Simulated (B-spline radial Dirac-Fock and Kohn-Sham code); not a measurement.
Sn⁴⁺ 2s: cross section and angular parameters

System: tin as Sn⁴⁺, configuration [Kr] 4d10; threshold 4485.0 eV (orbital energy of the model). Calculated with an atomic code on a B-spline grid, using Dirac-Hartree-Slater photoionisation with a Latter tail; cross sections with all multipoles, angular parameters from the dipole term and its interference with E2.

| hν (eV) | σ (kb) | β | γ |
| --- | --- | --- | --- |
| 6000 | 17.5 | 1.992 | 0.019 |
| 6090 | 17.0 | 1.992 | 0.001 |
| 6780 | 14.0 | 1.992 | -0.081 |
| 6830 | 13.8 | 1.992 | -0.083 |
| 7230 | 12.4 | 1.992 | -0.093 |
| 8560 | ? | ? | ? |
| 11700 | 4.77 | 1.992 | 0.304 |
| 15000 | 2.80 | 1.992 | 0.705 |

Problem. Give the values at 8560 eV.

Solution. σ = 8.99 kb, β = 1.992, γ = -0.035. For an s subshell δ is negligible.
